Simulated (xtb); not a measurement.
CH3AlF2, charge -1, doublet, at a GFN2-xTB geometry (such geometries of metal compounds can be far from the true shape) (a state made from the parent by changing its charge; the spin is typed, not shown lowest); GFN2-xTB with ALPB(cs2) (xtb).

Input for xtb:
```
$ xtb mol.xyz --gfn 2 --chrg -1 --uhf 1 --alpb cs2 --json

# file mol.xyz
7

Al    -0.09872105     0.19641926    -0.09578282
C     -1.57962885    -1.37604475    -0.01850943
H     -1.23342710    -2.24873298    -0.58545741
H     -2.57917316    -1.13168583    -0.40383831
H     -1.71963316    -1.71213550     1.01604952
F      0.54738745     1.82327043    -0.44471816
F      1.26298812    -0.62378461     0.59243810
```

It wrote (shortened):

```
   ID    Z sym.   atoms
    1   13 Al     1
    2    6 C      2
    3    1 H      3-5
    4    9 F      6, 7

           -------------------------------------------------
          |                Calculation Setup                |
           -------------------------------------------------

           -------------------------------------------------
          |                 G F N 2 - x T B                 |
           -------------------------------------------------

      * Solvation model:               ALPB
        Solvent                        cs2
        Parameter file                 internal GFN2-xTB/ALPB
        Dielectric constant                2.6400E+00
        Reference state                gsolv [1 M gas/solution]
        Free energy shift                  4.9805E-03 Eh       3.1253E+00 kcal/mol
        Temperature                        2.9815E+02 K
        Density                            1.2600E+00 kg/L
        Solvent mass                       7.6140E+01 g/mol
        Interaction kernel             P16
        Born radius scaling (c1)           1.3548E+00
        Born radii integrator          GBOBC
        Born offset                        0.0000E+00 a0       0.0000E+00 AA
        H-bond correction              false
        Ion screening                  false
        Surface tension                    1.0000E-05 Eh       1.5569E+01 dyn/cm
        Grid points                               230 per atom

          ...................................................
          :                      SETUP                      :
          :.................................................:
          :  # basis functions                  25          :
          :  # atomic orbitals                  24          :
          :  # shells                           12          :
          :  # electrons                        25          :
          :  max. iterations                   250          :
          :  Hamiltonian                  GFN2-xTB          :
          :  restarted?                      false          :
          :  GBSA solvation                   true          :
          :  PC potential                    false          :
          :  electronic temp.          300.0000000     K    :
          :  accuracy                    1.0000000          :
          :  -> integral cutoff          0.2500000E+02      :
          :  -> integral neglect         0.1000000E-07      :
          :  -> SCF convergence          0.1000000E-05 Eh   :
          :  -> wf. convergence          0.1000000E-03 e    :
          :  Broyden damping             0.4000000          :
          :  net charge                         -1          :
          :  unpaired electrons                  1          :
          ...................................................

 iter      E             dE          RMSdq      gap      omega  full diag
   1    -14.6196450 -0.146196E+02  0.718E+00    1.30       0.0  T
   2    -14.6332807 -0.136357E-01  0.398E+00    1.89       1.0  T
   3    -14.6415248 -0.824411E-02  0.239E+00    2.17       1.0  T
   4    -14.6429847 -0.145994E-02  0.916E-01    2.71       1.0  T
   5    -14.6429982 -0.135133E-04  0.296E-01    2.68       1.0  T
   6    -14.6432318 -0.233547E-03  0.105E-01    2.64       1.0  T
   7    -14.6432367 -0.497103E-05  0.555E-02    2.63       1.0  T
   8    -14.6432350  0.173671E-05  0.228E-02    2.64       1.7  T
   9    -14.6432375 -0.244992E-05  0.175E-03    2.64      21.5  T
  10    -14.6432375 -0.435490E-08  0.132E-03    2.64      28.7  T
  11    -14.6432375 -0.606211E-08  0.120E-04    2.64     315.5  T
  12    -14.6432375 -0.640217E-10  0.345E-05    2.64    1097.0  T

   *** convergence criteria satisfied after 12 iterations ***

         :::::::::::::::::::::::::::::::::::::::::::::::::::::
         ::                     SUMMARY                     ::
         :::::::::::::::::::::::::::::::::::::::::::::::::::::
         :: total energy             -14.580607435531 Eh    ::
         :: total w/o Gsasa/hb       -14.577337758928 Eh    ::
         :: gradient norm              0.007642789518 Eh/a0 ::
         :: HOMO-LUMO gap              2.637668637728 eV    ::
         ::.................................................::
         :: SCC energy               -14.643236487611 Eh    ::
         :: -> isotropic ES            0.174793399558 Eh    ::
         :: -> anisotropic ES          0.006982220796 Eh    ::
         :: -> anisotropic XC          0.001829269362 Eh    ::
         :: -> dispersion             -0.002920266654 Eh    ::
         :: -> Gsolv                  -0.066199376799 Eh    ::
         ::    -> Gelec               -0.062929700196 Eh    ::
         ::    -> Gsasa               -0.008250144625 Eh    ::
         ::    -> Ghb                  0.000000000000 Eh    ::
         ::    -> Gshift               0.004980468022 Eh    ::
         :: repulsion energy           0.062629052080 Eh    ::
         :: add. restraining           0.000000000000 Eh    ::
         :: total charge              -1.000000000000 e     ::
         :::::::::::::::::::::::::::::::::::::::::::::::::::::

           -------------------------------------------------
          |                Property Printout                |
           -------------------------------------------------

    * Orbital Energies and Occupations

         #    Occupation            Energy/Eh            Energy/eV
      -------------------------------------------------------------
         1        2.0000           -0.6714091             -18.2700
         2        2.0000           -0.6674941             -18.1634
         3        2.0000           -0.4815194             -13.1028
         4        2.0000           -0.3957369             -10.7686
         5        2.0000           -0.3861023             -10.5064
         6        2.0000           -0.3814555             -10.3799
         7        2.0000           -0.3802741             -10.3478
         8        2.0000           -0.3781674             -10.2905
         9        2.0000           -0.3747089             -10.1963
        10        2.0000           -0.3746926             -10.1959
        11        2.0000           -0.3684291             -10.0255
        12        2.0000           -0.2936153              -7.9897
        13        1.0000           -0.1623767              -4.4185 (HOMO)
        14                         -0.0654442              -1.7808 (LUMO)
        15                         -0.0183854              -0.5003
        16                          0.0523209               1.4237
        17                          0.0943907               2.5685
        18                          0.1326074               3.6084
        19                          0.2511244               6.8334
        20                          0.2763476               7.5198
        21                          0.2912908               7.9264
        22                          0.3486196               9.4864
        23                          0.5304473              14.4342
        24                          1.1681302              31.7864
      -------------------------------------------------------------
                  HL-Gap            0.0969325 Eh            2.6377 eV
             Fermi-level           -0.1709532 Eh           -4.6519 eV

     #   Z          covCN         q      C6AA      α(0)
     1  13 Al       2.128     0.240   151.574    28.639
     2   6 C        3.558    -0.222    26.023     7.442
     3   1 H        0.924    -0.040     3.863     3.074
     4   1 H        0.923    -0.050     4.098     3.166
     5   1 H        0.924    -0.040     3.863     3.074
     6   9 F        0.669    -0.452    14.222     4.452
     7   9 F        0.671    -0.434    13.983     4.414

 Mol. C6AA /au·bohr⁶  :        892.374599
 Mol. C8AA /au·bohr⁸  :      37470.657245
 Mol. α(0) /au        :         54.260435

Wiberg/Mayer (AO) data.
largest (>0.10) Wiberg bond orders for each atom

 ---------------------------------------------------------------------------
     #   Z sym  total        # sym  WBO       # sym  WBO       # sym  WBO
 ---------------------------------------------------------------------------
     1  13 Al   2.860 --     7 F    0.993     6 F    0.952     2 C    0.831
     2   6 C    3.766 --     4 H    0.969     5 H    0.966     3 H    0.966
                             1 Al   0.831
     3   1 H    0.998 --     2 C    0.966
     4   1 H    0.997 --     2 C    0.969
     5   1 H    0.998 --     2 C    0.966
     6   9 F    0.988 --     1 Al   0.952
     7   9 F    1.022 --     1 Al   0.993
 ---------------------------------------------------------------------------

Topologies differ in total number of bonds
Writing topology from bond orders to xtbtopo.mol

molecular dipole:
                 x           y           z       tot (Debye)
 q only:       -0.416       0.029      -0.136
   full:       -0.678      -0.257      -0.120       1.868
molecular quadrupole (traceless):
                xx          xy          yy          xz          yz          zz
 q only:       -1.814      -5.217      -4.897      -1.232       2.739       6.711
  q+dip:       -1.184      -3.288      -4.331      -1.334       2.744       5.514
   full:       -0.967      -3.954      -4.671      -1.048       2.659       5.639

           -------------------------------------------------
          | TOTAL ENERGY              -14.580607435531 Eh   |
          | GRADIENT NORM               0.007642789518 Eh/α |
          | HOMO-LUMO GAP               2.637668637728 eV   |
           -------------------------------------------------

normal termination of xtb
```
